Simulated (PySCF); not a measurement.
Correlation energy of Bi²⁺ (bismuth, charge +2)

[Xe] 4f14 5d10 6s1 6p1 6d1, one real determinant (an excited configuration). Computed with PySCF 2.14 in aug-cc-pwCVTZ-DK3 (11s10p8d5f1g, 125 functions), with the spin-free X2C one-electron Hamiltonian (Gaussian nucleus). Frozen: [Xe] 4f14 5d10; 3 electrons correlated.

```
  level  correlation energy (mhartree)
   CCSD                         -25.09
    (T)                          -4.67
CCSD(T)                         -29.76
```

Diagnostics: T1 = 0.027, D1 = 0.0573, largest double amplitude 0.623.

Question: Is a single reference adequate?

Answer: Not fully. The real determinant used has ⟨L²⟩ near 8 against 12 for a pure F term, so it mixes terms. Spin-orbit coupling, absent here, splits the open shell strongly. The outer electron is Rydberg-like, and this basis confines it to a smaller radius and binds it less than a complete one would. A double-excitation amplitude exceeds 0.15, a sign of near-degeneracy.

The reference is one real determinant that mixes LS terms of this configuration.
